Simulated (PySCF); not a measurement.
## Te²⁺: excitation energy

Te²⁺ [Kr] 4d10 5s2 5p2 (3P) → Te²⁺ [Kr] 4d10 5s1 5p2 6s1 (5P), as a difference of total energies. Computed with PySCF 2.14 in aug-cc-pwCVDZ-PP with ECP28MDF, with a scalar-relativistic core potential. Correlated levels: valence: 4s2 4p6 4d10 frozen. The calculations carry no spin-orbit coupling.

| method | excitation energy (cm⁻¹) |
| --- | --- |
| UHF | 159300 |
| MP2 (valence) | 165260 |
| SCS-MP2 (valence) | 167880 |
| CCSD (valence) | 166520 |
| CCSD(T) (valence) | 166550 |

The promoted electron is Rydberg-like, and one or two diffuse shells describe it only roughly, which tends to raise the upper state.

The coupled-cluster amplitudes are large for the upper state (T1 above 0.03 or a double amplitude above 0.15), so a single reference is strained.
